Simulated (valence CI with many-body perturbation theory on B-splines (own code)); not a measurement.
## E1 transitions of Yb LXV

Level of theory: relativistic CI+MBPT: four valence electrons over a frozen Dirac-Fock core [He], radial functions for each j: 11 s, 11 p, 10 d, 8 f, 5 g, 2 h, with the one-electron correlation potential Σ1 (screened to all orders), the two-electron term Σ2, the three-electron term Σ3, Breit, model QED; selected single and double excitations, second order for the rest, scaled by the run's own slope (own B-spline code, finite nucleus).

No measured spectrum was set against this ion. As an estimate, large intervals hold to a few tenths of a per cent, small ones and those within an open d or f shell to about a per cent. Among the levels kept, up to 1100 cm⁻¹ of a level comes from second order outside the variational space, and about a tenth of that is noise between levels of different J, which matters for small intervals.

Lines 151 to 200 of 533 in falling wavelength, among levels below 100610 × 10³ cm⁻¹, chosen from the strongest by gf and those to the six lowest levels. Wavelengths and rates use the calculated energies. Electric multipoles are in the length gauge, E1 and E2 with the static RPA response of the core. Weak lines are less certain than strong ones. Lines between different terms over intervals too small for the method are left out, as are lines whose strength nearly cancels. The highest levels of a list are the least certain.

Levels are named by their leading jj configuration (3d3/2^4 stands for four electrons in 3d with j = 3/2), which in mixed levels can hold well under half, so a name can repeat and another be missing. Letters in brackets count levels of one name in rising energy.

```
λ vac (Å)                           Upper                           Lower   A (s⁻¹)  S (a.u.) with core polarisation  S without
    9.058       (2p1/2 2p3/2^2 3p3/2) J=4  (2s 2p1/2 2p3/2 3p3/2) J=3 [c]  4.88e+12                         1.61e-02   1.61e-02
    9.047   (2p1/2 2p3/2^2 3p1/2) J=2 [b]  (2s 2p1/2 2p3/2 3p1/2) J=1 [c]  4.59e+12                         8.39e-03   8.40e-03
    9.032      (2s 2p3/2^2 3p3/2) J=2 [a]          (2s^2 2p3/2 3p3/2) J=1  2.02e+12                         3.68e-03   3.68e-03
    9.030   (2p1/2 2p3/2^2 3d3/2) J=3 [a]  (2s 2p1/2 2p3/2 3d3/2) J=2 [c]  1.44e+12                         3.68e-03   3.68e-03
    9.023       (2p1/2 2p3/2^2 3p1/2) J=3  (2s 2p1/2 2p3/2 3p1/2) J=2 [c]  4.59e+12                         1.17e-02   1.17e-02
    9.016       (2p1/2 2p3/2^2 3d3/2) J=4  (2s 2p1/2 2p3/2 3d3/2) J=3 [c]  3.44e+12                         1.12e-02   1.12e-02
    8.939      (2p1/2 2p3/2^2 3s) J=2 [b]     (2s 2p1/2 2p3/2 3s) J=1 [b]  3.00e+12                         5.28e-03   5.29e-03
    8.923   (2p1/2 2p3/2^2 3p3/2) J=2 [b]  (2s 2p1/2 2p3/2 3p3/2) J=1 [d]  4.37e+12                         7.66e-03   7.67e-03
    8.869                (2s 2p3/2^3) J=2              (2s^2 2p3/2^2) J=2  5.50e+12                         9.47e-03   9.48e-03
    8.822      (2s 2p3/2^2 3p3/2) J=3 [b]          (2s^2 2p3/2 3p3/2) J=2  2.29e+12                         5.43e-03   5.44e-03
    8.820           (2p1/2^2 2p3/2^2) J=2          (2s 2p1/2^2 2p3/2) J=1  4.92e+12                         8.33e-03   8.35e-03
    8.818      (2s 2p3/2^2 3d5/2) J=4 [b]          (2s^2 2p3/2 3d5/2) J=3  2.20e+12                         6.69e-03   6.70e-03
    8.808             (2p1/2 2p3/2^3) J=1      (2s 2p1/2 2p3/2^2) J=1 [a]  7.35e+12                         7.43e-03   7.44e-03
    8.796  (2s 2p1/2 2p3/2 3d5/2) J=3 [c]          (2s^2 2p1/2 3d5/2) J=2  6.18e+12                         1.45e-02   1.46e-02
    8.796  (2s 2p1/2 2p3/2 3d3/2) J=2 [c]          (2s^2 2p1/2 3d3/2) J=2  3.57e+12                         5.99e-03   6.00e-03
    8.791  (2s 2p1/2 2p3/2 3p3/2) J=2 [c]          (2s^2 2p1/2 3p3/2) J=1  6.22e+12                         1.04e-02   1.04e-02
    8.785  (2s 2p1/2 2p3/2 3d5/2) J=4 [c]          (2s^2 2p1/2 3d5/2) J=3  5.97e+12                         1.80e-02   1.80e-02
    8.780      (2s 2p3/2^2 3d5/2) J=2 [b]          (2s^2 2p3/2 3d5/2) J=1  3.10e+12                         5.18e-03   5.19e-03
    8.769  (2s 2p1/2 2p3/2 3p3/2) J=3 [c]          (2s^2 2p1/2 3p3/2) J=2  6.37e+12                         1.49e-02   1.49e-02
    8.762      (2s 2p3/2^2 3d5/2) J=3 [c]          (2s^2 2p3/2 3d5/2) J=3  4.11e+12                         9.56e-03   9.57e-03
    8.760      (2s 2p3/2^2 3d5/2) J=1 [b]          (2s^2 2p3/2 3d5/2) J=1  3.60e+12                         3.58e-03   3.58e-03
    8.759       (2p1/2^2 2p3/2 3d5/2) J=2          (2s 2p1/2^2 3d5/2) J=2  3.72e+12                         6.17e-03   6.18e-03
    8.758   (2p1/2 2p3/2^2 3p3/2) J=1 [c]  (2s 2p1/2 2p3/2 3p3/2) J=1 [c]  3.81e+12                         3.79e-03   3.80e-03
    8.756       (2p1/2^2 2p3/2 3p3/2) J=1          (2s 2p1/2^2 3p3/2) J=1  4.49e+12                         4.46e-03   4.47e-03
    8.754             (2p1/2 2p3/2^3) J=2      (2s 2p1/2 2p3/2^2) J=2 [b]  9.87e+12                         1.63e-02   1.64e-02
    8.746                   (2p3/2^4) J=0                (2s 2p3/2^3) J=1  2.22e+13                         7.33e-03   7.34e-03
    8.739      (2s 2p3/2^2 3p3/2) J=2 [c]          (2s^2 2p3/2 3p3/2) J=2  6.20e+12                         1.02e-02   1.02e-02
    8.738  (2s 2p1/2 2p3/2 3d3/2) J=1 [c]          (2s^2 2p1/2 3d3/2) J=2  4.44e+12                         4.38e-03   4.39e-03
    8.732   (2p1/2 2p3/2^2 3p3/2) J=3 [b]  (2s 2p1/2 2p3/2 3p3/2) J=3 [b]  3.81e+12                         8.76e-03   8.77e-03
    8.731   (2p1/2 2p3/2^2 3p3/2) J=2 [c]  (2s 2p1/2 2p3/2 3p3/2) J=2 [d]  5.19e+12                         8.52e-03   8.53e-03
    8.728       (2p1/2^2 2p3/2 3p3/2) J=3          (2s 2p1/2^2 3p3/2) J=2  4.99e+12                         1.15e-02   1.15e-02
    8.728  (2s 2p1/2 2p3/2 3d3/2) J=2 [d]          (2s^2 2p1/2 3d3/2) J=1  6.09e+12                         1.00e-02   1.00e-02
    8.727       (2p1/2^2 2p3/2 3d5/2) J=4          (2s 2p1/2^2 3d5/2) J=3  4.44e+12                         1.31e-02   1.31e-02
    8.726     (2s 2p1/2 2p3/2 3s) J=1 [b]             (2s^2 2p1/2 3s) J=1  6.40e+12                         6.30e-03   6.31e-03
    8.725  (2s 2p1/2 2p3/2 3p1/2) J=1 [b]          (2s^2 2p1/2 3p1/2) J=1  7.53e+12                         7.41e-03   7.42e-03
    8.723  (2s 2p1/2 2p3/2 3d3/2) J=3 [c]          (2s^2 2p1/2 3d3/2) J=2  4.92e+12                         1.13e-02   1.13e-02
    8.714      (2s 2p3/2^2 3d5/2) J=3 [a]          (2s^2 2p3/2 3d3/2) J=3  3.68e+12                         8.42e-03   8.44e-03
    8.712  (2s 2p1/2 2p3/2 3d5/2) J=2 [a]          (2s^2 2p1/2 3d3/2) J=2  2.96e+12                         4.83e-03   4.84e-03
    8.709  (2s 2p1/2 2p3/2 3p1/2) J=2 [c]          (2s^2 2p1/2 3p1/2) J=1  6.68e+12                         1.09e-02   1.09e-02
    8.708      (2s 2p3/2^2 3d3/2) J=1 [b]          (2s^2 2p3/2 3d3/2) J=2  4.90e+12                         4.79e-03   4.80e-03
    8.706  (2s 2p1/2 2p3/2 3p1/2) J=1 [c]          (2s^2 2p1/2 3p1/2) J=0  7.10e+12                         6.93e-03   6.94e-03
    8.704       (2p1/2^2 2p3/2 3d3/2) J=2          (2s 2p1/2^2 3d3/2) J=2  2.59e+12                         4.21e-03   4.21e-03
    8.701  (2s 2p1/2 2p3/2 3d5/2) J=3 [d]          (2s^2 2p1/2 3d5/2) J=3  6.67e+12                         1.52e-02   1.52e-02
    8.696      (2p1/2 2p3/2^2 3s) J=1 [b]     (2s 2p1/2 2p3/2 3s) J=2 [c]  6.35e+12                         6.18e-03   6.19e-03
    8.691   (2p1/2 2p3/2^2 3p1/2) J=1 [b]  (2s 2p1/2 2p3/2 3p1/2) J=2 [c]  6.52e+12                         6.34e-03   6.35e-03
    8.684  (2s 2p1/2 2p3/2 3d5/2) J=2 [c]          (2s^2 2p1/2 3d5/2) J=2  5.07e+12                         8.19e-03   8.20e-03
    8.681  (2s 2p1/2 2p3/2 3d5/2) J=2 [d]          (2s^2 2p1/2 3d5/2) J=3  5.57e+12                         8.99e-03   9.00e-03
    8.676  (2s 2p1/2 2p3/2 3p3/2) J=1 [c]          (2s^2 2p1/2 3p3/2) J=1  4.54e+12                         4.39e-03   4.40e-03
    8.676   (2p1/2 2p3/2^2 3d3/2) J=2 [c]  (2s 2p1/2 2p3/2 3d3/2) J=3 [c]  4.25e+12                         6.85e-03   6.86e-03
    8.676          (2s 2p3/2^2 3p3/2) J=0          (2s^2 2p3/2 3p3/2) J=1  1.12e+13                         3.62e-03   3.62e-03
```
